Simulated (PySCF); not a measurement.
PBE on Se (selenium, neutral), [Ar] 3d10 4s2 4p3 4d1, high-spin 5D determinant (an excited configuration). Computed with PySCF 2.14 in dyall-av2z (16s12p8d, 92 functions), with no relativity, point nucleus.

```
cycle= 1 E= -2400.82354149337  delta_E= -0.0253  |g|= 0.094  |ddm|= 0.175
cycle= 2 E= -2400.8233884404  delta_E= 0.000153  |g|= 0.116  |ddm|= 0.0385
cycle= 3 E= -2400.82429426747  delta_E= -0.000906  |g|= 0.00412  |ddm|= 0.0221
cycle= 4 E= -2400.82429605311  delta_E= -1.79e-06  |g|= 0.000814  |ddm|= 0.00351
cycle= 5 E= -2400.82429623341  delta_E= -1.8e-07  |g|= 0.000186  |ddm|= 0.00122
cycle= 6 E= -2400.82429624346  delta_E= -1e-08  |g|= 2.26e-06  |ddm|= 0.000229
cycle= 7 E= -2400.82429624346  delta_E= -7.28e-12  |g|= 7.49e-08  |ddm|= 4.47e-06
converged SCF energy = -2400.82429624346  <S^2> = 6.0004333  2S+1 = 5.0001733
```

Highest occupied orbital energy: 2.409 eV; ⟨L²⟩ = 6.00; populations by l: s 8.00, p 15.00, d 11.00.

Q: Can this result be used?

A: Not for this state. Self-consistency was reached. The outer electron is Rydberg-like, and this basis confines it to a smaller radius and binds it less than a complete one would. At PBE the highest occupied level has a positive energy, so only the finite basis holds that electron; for this excited configuration the basis is too tight for the outer shell.
